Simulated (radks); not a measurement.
The numbers below are computed, except where a source is named.
Problem. Species: the sulfur ion S12+. Configuration: [He] 2s2. Level of theory: non-relativistic Kohn-Sham, LB94 model potential, spin-polarised, spherical densities, point nucleus (a radial shooting solver on a logarithmic mesh with Libxc functionals). Some entries of the table are withheld. Estimate them.

| orbital | occ. | eigenvalue (hartree) | <r> (bohr) |
|---|---|---|---|
| 1s | 2 | (1) | 0.09629 |
| 2s | 2 | (2) | (3) |
| 2p | 0 | -22.60872 | (4) |
| 3s | 0 | (5) | (6) |

Solution. 
(1) 1s eigenvalue (hartree): -110.9107
(2) 2s eigenvalue (hartree): -23.64389
(3) 2s <r> (bohr): 0.4151
(4) 2p <r> (bohr): 0.3554
(5) 3s eigenvalue (hartree): -10.05809
(6) 3s <r> (bohr): 0.9656
